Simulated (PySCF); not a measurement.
Species: C7H8ClF.
SMILES with atom numbers: `[F:1][C@@:2]12[CH:3]=[CH:4][C@@H:5]([CH2:6]1)[C@@H:7]([Cl:8])[CH2:9]2` (hydrogens: H10 on C3; H11 on C4; H12 on C5; H13, H14 on C6; H15 on C7; H16, H17 on C9)

The closed-shell SCF was solved with PySCF and density fitting under several settings on one GFN2-xTB geometry (grid level 2 and gas phase unless stated).

| settings | basis functions | SCF cycles | E (Eh) | HOMO (eV) | LUMO (eV) | dipole (D) |
| --- | --- | --- | --- | --- | --- | --- |
| PBE0/pcSseg-1 | 200 | 13 | -830.9430 | -7.57 | -0.37 | 2.14 |
| PBE0/def2-SVPD | 254 | 13 | -830.6214 | -7.58 | -0.45 | 2.19 |
| wB97X-D/6-31G*, grid level 4 | 146 | 12 | -831.4214 | -9.12 | 1.88 | 2.23 |
| BP86/IGLO-II | 259 | 15 | -831.6735 | -6.37 | -1.39 | 1.91 |
| PBE/6-31G, energy threshold 1e-11 Eh, damping 0.1 at the start, DIIS from the seventh cycle | 101 | 22 | -830.8038 | -6.15 | -0.99 | 2.27 |
| revPBE/ANO-RCC-VDZP, IEF-PCM dichloromethane, energy threshold 1e-08 Eh | 170 | 10 | -831.1259 | -6.04 | -0.97 | 2.68 |

**Question.** Estimate the row for these settings: KT3/ANO-RCC-VDZP.

**Answer.** 
```json
{"settings": "KT3/ANO-RCC-VDZP", "basis functions": "170", "SCF cycles": "15", "E (Eh)": "-840.1027", "HOMO (eV)": "-6.35", "LUMO (eV)": "-1.26", "dipole (D)": "2.16"}
```

**Question.** Over all rows, what range does the HOMO–LUMO gap span?

**Answer.** From 4.98 eV (BP86/IGLO-II) to 11.00 eV (wB97X-D/6-31G*, grid level 4). The functional of the narrowest has no exact exchange, that of the widest range-separated exact exchange.

**Question.** And the dipole moment?

**Answer.** From 1.91 D (BP86/IGLO-II) to 2.68 D (revPBE/ANO-RCC-VDZP, IEF-PCM dichloromethane, energy threshold 1e-08 Eh); the largest is 1.40 times the smallest, and the median is 2.19 D.

**Question.** Compare two rows with the functional PBE0: PBE0/pcSseg-1 and PBE0/def2-SVPD. Which energy is lower, and by how much?

**Answer.** PBE0/pcSseg-1 (200 functions) lies 0.3216 Eh or 202 kcal/mol below PBE0/def2-SVPD (254 functions). The smaller set gives the lower energy; the two sets aren't nested, so the variational bound doesn't order them by size.

wB97X-D ran without the empirical dispersion term, which would shift the total energy alone. Cycle counts include a coarse-grid stage where the run had one. All basis functions are spherical, in the Pople sets too. KT3 was designed for NMR shieldings or shifts; total energies of different functionals aren't comparable. ANO-RCC sets were contracted for a scalar-relativistic Hamiltonian, but ran non-relativistically here. The species at its GFN2-xTB geometry.
